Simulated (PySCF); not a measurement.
Excitations are Tamm–Dancoff values on a coarser integration grid. The basis has no diffuse functions, so Rydberg states are missing or too high.

Z-matrix (Å, degrees):
```
C
C 1 1.3473
H 2 1.0892 1 122.44
H 2 1.0928 3 117.62 1 -179.22
C 1 1.4579 2 121.93 3 178.06
C 5 1.3416 1 127.41 2 171.99
H 6 1.0898 5 120.76 1 179.76
H 6 1.0910 7 117.47 5 -178.74
H 5 1.0963 6 118.90 7 -0.12
Se 1 1.9323 2 117.65 3 -5.67
H 10 1.4836 1 95.10 2 139.72
```
Charge 0, multiplicity 1.

Task: What S1 oscillator strength, S1–T1 gap (TDA), HOMO–LUMO gap, brightest of the four lowest singlets (TDA) and HOMO does PBE-D3(BJ)/def2-TZVP (PySCF) give?

Result: 
```
Item                                           Result
-------------------------------------------  --------
S1 oscillator strength                          0.025
S1–T1 gap (TDA)                               0.75 eV
HOMO–LUMO gap                                 3.28 eV
brightest of the four lowest singlets (TDA)   5.48 eV
HOMO                                         -5.45 eV
```
